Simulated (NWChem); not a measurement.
H$_{2}$OPbS

```xyz
5

Pb     0.3155    -0.2914     0.0000
O      1.2664     1.5986     0.0000
H      0.6613     2.3554     0.0000
S     -2.1261     0.5886     0.0000
H     -2.6428    -0.6640     0.0000
```
Charge 0, spin multiplicity 1.

The numbers come from NWChem runs, not from measurements. The geometry was optimised at B3LYP/def2-SVP with def2 effective core potentials on Pb, a minimum by its harmonic frequencies. It is one conformer; others weren't searched.

Symmetry labels belong to the abelian group Cs used in the runs, with the axes of the coordinates shown.

Effective core potentials replace the inner electrons of Pb; spin-orbit coupling is left out. The structure started from a generated list of species.

List the lowest 3 singlet excitations that CIS/def2-SVP with def2 effective core potentials on Pb gives, with oscillator strengths.


| state | symmetry | energy (eV) | wavelength (nm) | f |
|---|---|---|---|---|
| 1 | a" | 4.26 | 291 | 0.040 |
| 2 | a' | 5.20 | 238 | 0.004 |
| 3 | a" | 6.03 | 206 | 0.025 |
